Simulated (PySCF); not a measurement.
Vertical excitations of a molecule C3H6BNO from TDDFT-ωB97X/def2-SVPD run with PySCF, as energy in eV (oscillator strength): 5.87 (0.000), 6.34 (0.033), 6.67 (0.000), 7.34 (0.026), 7.35 (0.169), 8.15 (0.000), 8.21 (0.032), 8.32 (0.120), 8.35 (0.056), 8.89 (0.006). Lowest triplet (TDA): 4.96 eV. Geometry optimised at PBE0-D3(BJ)/def2-SVP. One conformer was computed; it need not be the lowest.

Q: Which molecule gave these data?
A. NB1C=COC1
B. CB(C)OC#N
C. C#CB(N)OC
D. CC1=COB1N

A: C, C#CB(N)OC
